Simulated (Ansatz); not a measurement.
CH8Si2Te (`[SiH3]C[Te][SiH3]`). Total charge 0; spin multiplicity 1. Te: def2 effective core potential.

```xyz
12

Si   -0.6343   -1.4194    0.8648
C     0.0103   -1.1953   -0.8753
Te    1.7501    0.0870   -0.9305
Si    0.5866    2.1473   -0.1511
H    -1.0158   -0.0972    1.4277
H    -1.8392   -2.2973    0.8733
H     0.4180   -2.0280    1.7169
H     0.3563   -2.1423   -1.2946
H    -0.7320   -0.7764   -1.5551
H     0.4375    2.2340    1.3232
H    -0.7592    2.2052   -0.7793
H     1.4216    3.2823   -0.6201
```

(1) What are the harmonic wavenumbers in cm⁻¹ at PBE0-D4/def2-TZVP (Ansatz, finite differences of forces, unscaled)? (Estimate.)

(2) Is this a minimum?

(3) Give the ideal-gas thermochemistry at 298.15 K and 1 bar (rigid rotor, harmonic oscillator; point group C1, symmetry number 1).

(4) Rotational constants (cm⁻¹)?

## Answers

(1) The calculation gave: 41, 85, 139, 146, 175, 340, 465, 487, 545, 553, 664, 746, 774, 875, 919, 931, 938, 949, 950, 1024, 1071, 1401, 2203, 2218, 2226, 2235, 2239, 2241, 3088, 3153.

(2) Yes, all 30 modes are real.

(3) Zero-point energy 202.3 kJ/mol; H(298) − E = 226.5 kJ/mol; entropy 389.4 J/(mol·K), of which translation 175.2, rotation 120.5, vibration 93.8; G(298) − E = 110.4 kJ/mol. Modes under 100 cm⁻¹ are hindered rotations or soft bends, so the harmonic entropy is rough.

(4) 0.08771, 0.0489, 0.03398.
